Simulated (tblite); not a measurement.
A geometry optimisation, step by step.

Species: C6H3F2O (doublet state).
Atom-mapped SMILES: `[OH:1][c:2]1[c:3][c:4]([F:5])[cH:6][cH:7][c:8]1[F:9]` (hydrogens: H10 on O1; H11 on C6; H12 on C7)
Bond orders are those of one Lewis drawing.

Computed with GFN2-xTB (tblite), gas phase: L-BFGS steps from a force-field or distance-geometry start until the largest atomic force falls under 0.01 eV/Å. 9 of its 20 geometries are shown.

Step 0: E = -756.0884 eV, largest atomic force 2.655 eV/Å
```
atom  x, y, z in Å  |  force x, y, z in eV/Å
O1      2.522   -0.594    0.099   -0.738   0.116  -0.041
C2      1.166   -0.335    0.051    1.341  -1.799   0.509
C3      0.269   -1.365    0.311   -1.543   2.094  -0.534
C4     -1.103   -1.069    0.252    1.057  -1.118   0.325
F5     -1.988   -2.056    0.505    0.019   0.275  -0.091
C6     -1.569    0.205   -0.031    0.659   0.650  -0.181
C7     -0.644    1.230   -0.279    0.074  -0.758   0.212
C8      0.725    0.952   -0.225   -1.411   0.439  -0.172
F9      1.597    1.933   -0.468    0.227   0.042   0.003
H10     2.642   -1.532    0.319    0.030   0.281  -0.073
H11    -2.635    0.398   -0.060    0.198  -0.134   0.028
H12    -0.983    2.231   -0.501    0.087  -0.088   0.014
```

Step 2: E = -756.2363 eV, largest atomic force 0.387 eV/Å
```
atom  x, y, z in Å  |  force x, y, z in eV/Å
O1      2.511   -0.594    0.099    0.073   0.032  -0.018
C2      1.186   -0.357    0.058    0.025   0.313  -0.007
C3      0.245   -1.323    0.300   -0.148   0.340  -0.112
C4     -1.094   -1.082    0.257   -0.305   0.172   0.013
F5     -1.988   -2.050    0.503   -0.065   0.009  -0.020
C6     -1.558    0.208   -0.032   -0.049  -0.070   0.010
C7     -0.647    1.221   -0.276    0.109  -0.201   0.060
C8      0.709    0.949   -0.227    0.027  -0.178  -0.017
F9      1.600    1.932   -0.467   -0.100  -0.202   0.058
H10     2.644   -1.525    0.317    0.127   0.020  -0.012
H11    -2.627    0.395   -0.059    0.243  -0.124   0.023
H12    -0.980    2.226   -0.499    0.064  -0.111   0.021
```

Step 5: E = -756.2509 eV, largest atomic force 0.105 eV/Å
```
atom  x, y, z in Å  |  force x, y, z in eV/Å
O1      2.515   -0.592    0.098    0.018   0.028  -0.002
C2      1.190   -0.349    0.060    0.005  -0.043   0.012
C3      0.234   -1.301    0.293    0.011  -0.035   0.006
C4     -1.107   -1.076    0.259   -0.028  -0.013   0.015
F5     -1.994   -2.050    0.502   -0.061   0.001  -0.010
C6     -1.559    0.207   -0.032   -0.037   0.016   0.008
C7     -0.644    1.213   -0.273   -0.007  -0.018   0.000
C8      0.709    0.943   -0.229    0.040  -0.002  -0.005
F9      1.596    1.923   -0.464    0.045   0.043  -0.010
H10     2.653   -1.522    0.316    0.084   0.033  -0.013
H11    -2.619    0.388   -0.058   -0.104   0.014  -0.004
H12    -0.974    2.215   -0.497    0.036  -0.024   0.002
```

Step 7: E = -756.2526 eV, largest atomic force 0.095 eV/Å
```
atom  x, y, z in Å  |  force x, y, z in eV/Å
O1      2.518   -0.589    0.097   -0.037  -0.003   0.008
C2      1.192   -0.350    0.062   -0.029  -0.031  -0.006
C3      0.231   -1.300    0.292    0.028  -0.021   0.014
C4     -1.111   -1.076    0.261   -0.019   0.002  -0.005
F5     -2.001   -2.050    0.501    0.005   0.048  -0.016
C6     -1.563    0.209   -0.031   -0.011  -0.059   0.023
C7     -0.642    1.209   -0.273   -0.046   0.001  -0.002
C8      0.711    0.943   -0.230    0.042  -0.081   0.028
F9      1.598    1.923   -0.464    0.013   0.022  -0.008
H10     2.663   -1.519    0.314    0.069   0.043  -0.014
H11    -2.625    0.388   -0.058   -0.021   0.028  -0.006
H12    -0.969    2.211   -0.497    0.006   0.051  -0.016
```

Step 10: E = -756.2540 eV, largest atomic force 0.084 eV/Å
```
atom  x, y, z in Å  |  force x, y, z in eV/Å
O1      2.518   -0.586    0.098    0.005   0.021  -0.004
C2      1.191   -0.354    0.062   -0.008  -0.012   0.003
C3      0.229   -1.303    0.293   -0.015  -0.020   0.010
C4     -1.114   -1.076    0.262    0.012   0.004  -0.008
F5     -2.007   -2.047    0.499   -0.005  -0.007   0.001
C6     -1.567    0.208   -0.029    0.026   0.046  -0.014
C7     -0.642    1.207   -0.272    0.006   0.014   0.002
C8      0.712    0.939   -0.229   -0.064   0.019   0.000
F9      1.599    1.923   -0.464   -0.047  -0.069   0.013
H10     2.677   -1.513    0.312    0.035   0.001  -0.002
H11    -2.631    0.391   -0.059    0.050   0.005   0.002
H12    -0.965    2.211   -0.498    0.006  -0.002  -0.003
```

Step 12: E = -756.2549 eV, largest atomic force 0.053 eV/Å
```
atom  x, y, z in Å  |  force x, y, z in eV/Å
O1      2.517   -0.582    0.098    0.025   0.027  -0.011
C2      1.189   -0.359    0.062    0.012  -0.006   0.019
C3      0.227   -1.306    0.295   -0.011  -0.014  -0.001
C4     -1.115   -1.075    0.261   -0.001  -0.002   0.001
F5     -2.010   -2.044    0.497   -0.017  -0.028   0.007
C6     -1.568    0.209   -0.028    0.017   0.045  -0.022
C7     -0.644    1.207   -0.272    0.018   0.011   0.004
C8      0.709    0.934   -0.227   -0.031   0.024  -0.012
F9      1.596    1.917   -0.464   -0.009  -0.043   0.008
H10     2.693   -1.507    0.310   -0.011   0.004  -0.002
H11    -2.630    0.394   -0.059    0.014  -0.004   0.006
H12    -0.961    2.213   -0.499   -0.006  -0.013   0.003
```

Step 14: E = -756.2550 eV, largest atomic force 0.022 eV/Å
```
atom  x, y, z in Å  |  force x, y, z in eV/Å
O1      2.518   -0.581    0.097    0.000   0.012  -0.005
C2      1.188   -0.360    0.063    0.002  -0.001   0.011
C3      0.227   -1.307    0.296    0.000  -0.004  -0.001
C4     -1.116   -1.075    0.261   -0.004  -0.003   0.001
F5     -2.012   -2.044    0.497   -0.002  -0.002   0.000
C6     -1.568    0.210   -0.029   -0.002  -0.009  -0.005
C7     -0.644    1.208   -0.272    0.000   0.004   0.000
C8      0.708    0.934   -0.227    0.011  -0.010   0.000
F9      1.595    1.914   -0.463    0.020  -0.008   0.000
H10     2.695   -1.506    0.309   -0.012   0.013  -0.004
H11    -2.630    0.394   -0.059   -0.004   0.002   0.003
H12    -0.961    2.213   -0.499   -0.009   0.005   0.000
```

Step 17: E = -756.2551 eV, largest atomic force 0.013 eV/Å
```
atom  x, y, z in Å  |  force x, y, z in eV/Å
O1      2.518   -0.579    0.096   -0.012  -0.001   0.003
C2      1.188   -0.360    0.065   -0.009   0.005  -0.007
C3      0.226   -1.308    0.296    0.002   0.003   0.003
C4     -1.116   -1.076    0.261    0.004  -0.001  -0.002
F5     -2.013   -2.045    0.497    0.003   0.006  -0.002
C6     -1.568    0.210   -0.030   -0.001  -0.006   0.004
C7     -0.644    1.208   -0.272   -0.003  -0.004  -0.003
C8      0.708    0.933   -0.227   -0.001   0.006   0.004
F9      1.598    1.912   -0.463    0.012  -0.005  -0.001
H10     2.695   -1.503    0.308    0.003   0.002  -0.001
H11    -2.630    0.394   -0.058    0.002   0.000   0.000
H12    -0.961    2.213   -0.499    0.000  -0.005   0.002
```

Step 19: E = -756.2552 eV, largest atomic force 0.009 eV/Å
```
atom  x, y, z in Å  |  force x, y, z in eV/Å
O1      2.517   -0.578    0.096   -0.001   0.000   0.003
C2      1.188   -0.360    0.065   -0.003   0.001  -0.005
C3      0.226   -1.309    0.296   -0.001   0.001   0.002
C4     -1.116   -1.076    0.261    0.001   0.000  -0.001
F5     -2.013   -2.044    0.496   -0.001  -0.002   0.000
C6     -1.568    0.209   -0.030    0.002   0.007   0.001
C7     -0.644    1.208   -0.272    0.002  -0.001  -0.001
C8      0.708    0.933   -0.227   -0.005   0.008   0.000
F9      1.599    1.911   -0.463    0.001  -0.003   0.000
H10     2.695   -1.502    0.308    0.002  -0.003   0.000
H11    -2.630    0.395   -0.058    0.002  -0.003   0.000
H12    -0.962    2.213   -0.499   -0.001  -0.005   0.001
```

Task: Summarise the path.

Result: The energy falls by 0.1668 eV from step 0 to step 19; nine tenths of that is first reached at step 3. It falls at every step. The largest force goes from 2.655 to 0.009 eV/Å. Among the bonds C3–C4 changes most, from 1.405 to 1.363 Å; the atoms move by 0.035 Å rms after alignment.

Task: Follow the three bonds and two angles with the largest change from start to end.

Result: 
```json
{"step": "0", "E above end (eV)": "0.1668", "largest force (eV/Å)": "2.655", "C3–C4 (Å)": "1.405", "O1–C2 (Å)": "1.382", "C2–C8 (Å)": "1.388", "C2–C3–C4 (°)": "117.8", "O1–C2–C3 (°)": "119.2"}
{"step": "1", "E above end (eV)": "0.0436", "largest force (eV/Å)": "0.951", "C3–C4 (Å)": "1.359", "O1–C2 (Å)": "1.347", "C2–C8 (Å)": "1.432", "C2–C3–C4 (°)": "122.3", "O1–C2–C3 (°)": "123.0"}
{"step": "2", "E above end (eV)": "0.0189", "largest force (eV/Å)": "0.387", "C3–C4 (Å)": "1.361", "O1–C2 (Å)": "1.347", "C2–C8 (Å)": "1.419", "C2–C3–C4 (°)": "123.1", "O1–C2–C3 (°)": "123.1"}
{"step": "3", "E above end (eV)": "0.0082", "largest force (eV/Å)": "0.186", "C3–C4 (Å)": "1.361", "O1–C2 (Å)": "1.346", "C2–C8 (Å)": "1.409", "C2–C3–C4 (°)": "124.0", "O1–C2–C3 (°)": "123.4"}
{"step": "4", "E above end (eV)": "0.0054", "largest force (eV/Å)": "0.101", "C3–C4 (Å)": "1.361", "O1–C2 (Å)": "1.347", "C2–C8 (Å)": "1.408", "C2–C3–C4 (°)": "124.5", "O1–C2–C3 (°)": "123.7"}
{"step": "5", "E above end (eV)": "0.0043", "largest force (eV/Å)": "0.105", "C3–C4 (Å)": "1.360", "O1–C2 (Å)": "1.347", "C2–C8 (Å)": "1.409", "C2–C3–C4 (°)": "124.7", "O1–C2–C3 (°)": "123.8"}
{"step": "6", "E above end (eV)": "0.0034", "largest force (eV/Å)": "0.093", "C3–C4 (Å)": "1.361", "O1–C2 (Å)": "1.348", "C2–C8 (Å)": "1.409", "C2–C3–C4 (°)": "124.8", "O1–C2–C3 (°)": "124.0"}
{"step": "7", "E above end (eV)": "0.0025", "largest force (eV/Å)": "0.095", "C3–C4 (Å)": "1.361", "O1–C2 (Å)": "1.348", "C2–C8 (Å)": "1.410", "C2–C3–C4 (°)": "125.0", "O1–C2–C3 (°)": "124.2"}
{"step": "8", "E above end (eV)": "0.0020", "largest force (eV/Å)": "0.067", "C3–C4 (Å)": "1.362", "O1–C2 (Å)": "1.348", "C2–C8 (Å)": "1.410", "C2–C3–C4 (°)": "125.0", "O1–C2–C3 (°)": "124.4"}
{"step": "9", "E above end (eV)": "0.0016", "largest force (eV/Å)": "0.064", "C3–C4 (Å)": "1.362", "O1–C2 (Å)": "1.348", "C2–C8 (Å)": "1.410", "C2–C3–C4 (°)": "125.0", "O1–C2–C3 (°)": "124.5"}
{"step": "10", "E above end (eV)": "0.0012", "largest force (eV/Å)": "0.084", "C3–C4 (Å)": "1.363", "O1–C2 (Å)": "1.347", "C2–C8 (Å)": "1.409", "C2–C3–C4 (°)": "125.0", "O1–C2–C3 (°)": "124.6"}
{"step": "11", "E above end (eV)": "0.0007", "largest force (eV/Å)": "0.084", "C3–C4 (Å)": "1.363", "O1–C2 (Å)": "1.347", "C2–C8 (Å)": "1.409", "C2–C3–C4 (°)": "124.8", "O1–C2–C3 (°)": "124.8"}
{"step": "12", "E above end (eV)": "0.0003", "largest force (eV/Å)": "0.053", "C3–C4 (Å)": "1.363", "O1–C2 (Å)": "1.347", "C2–C8 (Å)": "1.410", "C2–C3–C4 (°)": "124.7", "O1–C2–C3 (°)": "125.0"}
{"step": "13", "E above end (eV)": "0.0002", "largest force (eV/Å)": "0.023", "C3–C4 (Å)": "1.363", "O1–C2 (Å)": "1.347", "C2–C8 (Å)": "1.410", "C2–C3–C4 (°)": "124.7", "O1–C2–C3 (°)": "125.0"}
{"step": "14", "E above end (eV)": "0.0001", "largest force (eV/Å)": "0.022", "C3–C4 (Å)": "1.363", "O1–C2 (Å)": "1.348", "C2–C8 (Å)": "1.410", "C2–C3–C4 (°)": "124.7", "O1–C2–C3 (°)": "125.1"}
{"step": "15", "E above end (eV)": "0.0001", "largest force (eV/Å)": "0.021", "C3–C4 (Å)": "1.363", "O1–C2 (Å)": "1.348", "C2–C8 (Å)": "1.410", "C2–C3–C4 (°)": "124.7", "O1–C2–C3 (°)": "125.1"}
{"step": "16", "E above end (eV)": "0.0001", "largest force (eV/Å)": "0.019", "C3–C4 (Å)": "1.363", "O1–C2 (Å)": "1.348", "C2–C8 (Å)": "1.410", "C2–C3–C4 (°)": "124.7", "O1–C2–C3 (°)": "125.2"}
{"step": "17", "E above end (eV)": "0.0000", "largest force (eV/Å)": "0.013", "C3–C4 (Å)": "1.363", "O1–C2 (Å)": "1.348", "C2–C8 (Å)": "1.410", "C2–C3–C4 (°)": "124.7", "O1–C2–C3 (°)": "125.2"}
{"step": "18", "E above end (eV)": "0.0000", "largest force (eV/Å)": "0.011", "C3–C4 (Å)": "1.363", "O1–C2 (Å)": "1.348", "C2–C8 (Å)": "1.410", "C2–C3–C4 (°)": "124.7", "O1–C2–C3 (°)": "125.2"}
{"step": "19", "E above end (eV)": "0.0000", "largest force (eV/Å)": "0.009", "C3–C4 (Å)": "1.363", "O1–C2 (Å)": "1.347", "C2–C8 (Å)": "1.410", "C2–C3–C4 (°)": "124.6", "O1–C2–C3 (°)": "125.2"}
```

What follows is the cost of the whole relaxation. Time: under 0.1 s. Hardware: an Arm Neoverse V2 with one thread (shared host).
